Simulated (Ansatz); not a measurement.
C₂H₆OSn, SMILES `[CH3][SnH2][CH]=O`. The species carries charge 0 and has multiplicity 1. Sn takes the def2 core potential. Geometry: relaxed with PBE0-D4/def2-TZVP. It is one conformer, not always the lowest.

```xyz
10

C     1.416    0.772   -0.196
Sn   -0.098   -0.376    0.775
C    -1.756   -0.552   -0.677
O    -1.625   -0.162   -1.803
H     2.383    0.609    0.278
H     1.468    0.469   -1.241
H     1.165    1.831   -0.147
H     0.446   -1.951    1.171
H    -0.675    0.372    2.203
H    -2.725   -1.010   -0.363
```

(1) What is the dipole moment at PBE/def2-TZVPP? (An estimate is asked.)

(2) And with r2SCAN, B3LYP, ωB97M-V? (Estimate.)

(3) Give the Mulliken charges with PBE, r2SCAN, B3LYP in def2-TZVPP. (Estimate.)

Results:

(1) Ansatz gave: 1.38 D, with components (0.41, -0.13, 1.32) D in this frame, pointing from negative to positive charge.

(2) Computed: r2SCAN 1.52 D, B3LYP 1.65 D, ωB97M-V 1.76 D.

(3) The calculation gave: 
```
atom    PBE  r2SCAN  B3LYP
  C1  -0.57   -0.48  -0.58
 Sn2   0.60    0.61   0.68
  C3  -0.04    0.04  -0.05
  O4  -0.19   -0.26  -0.23
  H5   0.12    0.10   0.12
  H6   0.13    0.11   0.14
  H7   0.13    0.10   0.12
  H8  -0.12   -0.13  -0.13
  H9  -0.12   -0.13  -0.13
 H10   0.05    0.03   0.07
```

B3LYP here is the variant with VWN-RPA as its local correlation; programs differ in this.
